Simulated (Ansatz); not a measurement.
Caution, from a PySCF single point (B3LYP-D3(BJ)/def2-TZVPD) at this geometry: the highest occupied level lies above zero, so the state may not be bound. This triplet is an excited state, 1.21 eV above the relaxed singlet at the level frozen-core CCSD(T)/aug-cc-pVTZ // B3LYP-D3(BJ)/def2-TZVPD (Ansatz, a program for electronic structure).

Species: BCl2, SMILES `Cl[B-]Cl` (excited triplet) (charge -1, multiplicity 3).

### Question
Give a relaxed geometry from B3LYP-D3(BJ)/def2-TZVPD in Ansatz.

### Answer
the end point of this relaxation (outside a Z-matrix the atoms follow the SMILES, hydrogens last).
Z-matrix (Å, degrees):
```
B
Cl 1 1.8431
Cl 1 1.8432 2 120.18
```
